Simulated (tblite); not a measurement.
C5H12FNSi2.
Atom-mapped SMILES: `[CH:1]#[C:2][Si@@H:3]([F:4])[C@H:5]([SiH3:6])[CH2:7][NH:8][CH3:9]` (hydrogens: H10 on C1; H11 on Si3; H12 on C5; H13, H14, H15 on Si6; H16, H17 on C7; H18 on N8; H19, H20, H21 on C9)

Structure optimised with GFN2-xTB, isolated species.

List the bond lengths, angles and torsions at this level.

| bond | length (pm) | order |
| --- | --- | --- |
| C1≡C2 | 120.2 | triple |
| C2–Si3 | 185.2 | single |
| Si3–F4 | 161.7 | single |
| Si3–C5 | 188.9 | single |
| C5–Si6 | 191.6 | single |
| C5–C7 | 152.2 | single |
| C7–N8 | 145.0 | single |
| N8–C9 | 144.8 | single |
| C1–H10 | 105.3 | single |
| Si3–H11 | 145.6 | single |
| C5–H12 | 109.6 | single |
| Si6–H13, Si6–H15 | 146.2 | single |
| Si6–H14 | 147.0 | single |
| C7–H16 | 109.5 | single |
| C7–H17 | 110.4 | single |
| N8–H18 | 101.6 | single |
| C9–H19, C9–H20 | 109.0 | single |
| C9–H21 | 110.0 | single |

Bonds in one row agree within 1 pm and their mean is given. Orders are formal, as drawn. A selection of angles:
| angle | degrees |
| --- | --- |
| C2–C1–H10 | 179.1 |
| C1–C2–Si3 | 177.6 |
| C2–Si3–F4 | 106.3 |
| C2–Si3–C5 | 109.9 |
| C2–Si3–H11 | 111.0 |
| F4–Si3–C5 | 107.9 |
| F4–Si3–H11 | 105.2 |
| C5–Si3–H11 | 115.9 |
| Si3–C5–Si6 | 116.1 |
| Si3–C5–C7 | 112.4 |
| Si3–C5–H12 | 107.5 |
| Si6–C5–C7 | 105.5 |
| Si6–C5–H12 | 106.9 |
| C7–C5–H12 | 108.0 |
| C5–Si6–H13 | 111.4 |
| C5–Si6–H14 | 107.8 |
| C5–Si6–H15 | 109.2 |
| H13–Si6–H14 | 107.5 |
| H13–Si6–H15 | 112.2 |
| H14–Si6–H15 | 108.6 |
| C5–C7–N8 | 107.4 |
| C5–C7–H16 | 109.8 |
| C5–C7–H17 | 112.0 |
| N8–C7–H16 | 107.1 |
| N8–C7–H17 | 113.0 |
| H16–C7–H17 | 107.3 |
| C7–N8–C9 | 114.3 |
| C7–N8–H18 | 109.0 |
| C9–N8–H18 | 109.5 |
| N8–C9–H19 | 108.8 |
| N8–C9–H21 | 113.1 |
| H19–C9–H20 | 108.6 |
| H19–C9–H21 | 108.2 |

Torsions: C2–Si3–C5–Si6 177° (antiperiplanar); Si3–C5–C7–N8 168° (antiperiplanar); C5–C7–N8–C9 -171° (antiperiplanar).

Of the pairs four or more bonds apart, Si6···H18 is among the closest relative to their van der Waals radii: 3.05 Å, 92 % of the sum of Bondi's values. The 2 C–C bonds span 1.202 Å (C1≡C2, drawn triple) to 1.522 Å (C5–C7, drawn single), a spread of 0.320 Å. The C–Si distances run from 1.852 Å (C2–Si3, drawn single) to 1.916 Å (C5–Si6, drawn single), a spread of 0.064 Å. Si6 (SiH3 silicon) is tetrahedral (angles from 107.5° to 112.2°). N8 (secondary amine nitrogen) is pyramidal (angles 114.3°, 109.5° and 109.0°, sum 332.9°, 0.39 Å off the plane of its three neighbours). Si3 (fluorine-bound silicon) is distorted tetrahedral (angles from 105.2° to 115.9°).

Point group: C1 (no symmetry element, even within 0.4 Å). Its GFN2-xTB frequencies are all real (lowest 28 cm⁻¹). One conformer, not necessarily the lowest.

These are computed values.
